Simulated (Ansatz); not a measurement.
C2H8BFSe, 13 atoms. The species carries charge 0 and has multiplicity 1. Correlated methods include outer-core shells of Se, which these sets cover unevenly. Scalar relativity is left out up to krypton. The bonds changed during the relaxation, so this is another structure than the one it started from. All runs use 4 threads of an Arm Neoverse V2 on a shared host. Correlated methods freeze the cores.

Q: Give the basis size and wall time and peak host memory of each of these runs in Ansatz. RKS ωB97M-V/def2-QZVPP energy; RKS B3LYP-D4/def2-TZVPP energy and forces; RKS CAM-B3LYP-D4/def2-TZVPP energy; RHF-MP2/def2-QZVPP energy; RKS PBE0-D4/def2-SVP energy; RKS ωB97M-V/def2-SVP energy; RKS PBE0-D4/def2-TZVP frequencies; RKS SPW92 (LDA)/def2-TZVPP energy; RHF-CCSD(T)/def2-SVP energy; direct RPA on PBE orbitals/def2-TZVPP energy; RKS PBE0-D4/def2-QZVPP energy; RKS ωB97M-V/def2-TZVPP energy and forces. (Best estimate.)

A: The calculation gave: Other jobs shared the machine, so times are rough.

```csv
level,job,functions,wall time,peak host memory (GiB)
RKS PBE0-D4/def2-SVP,energy,128,1.6 s,0.29
RKS SPW92 (LDA)/def2-TZVPP,energy,284,1.8 s,0.38
RKS CAM-B3LYP-D4/def2-TZVPP,energy,284,5.5 s,0.95
RKS ωB97M-V/def2-SVP,energy,128,6.5 s,0.43
RKS B3LYP-D4/def2-TZVPP,energy and forces,284,7.5 s,0.91
direct RPA on PBE orbitals/def2-TZVPP,energy,284,9 s,0.75
RKS PBE0-D4/def2-QZVPP,energy,557,14 s,2.4
RKS ωB97M-V/def2-TZVPP,energy and forces,284,18 s,1.2
RHF-CCSD(T)/def2-SVP,energy,128,19 s,0.88
RKS ωB97M-V/def2-QZVPP,energy,557,31 s,2.9
RHF-MP2/def2-QZVPP,energy,557,43 s,4.2
RKS PBE0-D4/def2-TZVP,frequencies,220,4.5 min,0.67
```

B3LYP here is the variant with VWN-RPA as its local correlation; programs differ in this.
